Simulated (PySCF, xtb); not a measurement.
C2H7F2NSi, SMILES [SiH2](CC(F)F)N.

GFN2-xTB in xtb at its own geometry gives an orbital gap of 5.77 eV and a dipole moment of 3.81 D.

Geometry: B3LYP-D3(BJ)/def2-SVP. The structure was generated by enumeration, and PubChem lists no compound with its InChIKey, so it may never have been made. One conformer was computed; it need not be the lowest.

**Question.** What does HF/def2-TZVP (PySCF) give? (Estimate from the structure and the level; the computed values follow.)

**Answer.** gap 13.99 eV (levels -10.85 and 3.14 eV), dipole 3.64 D.
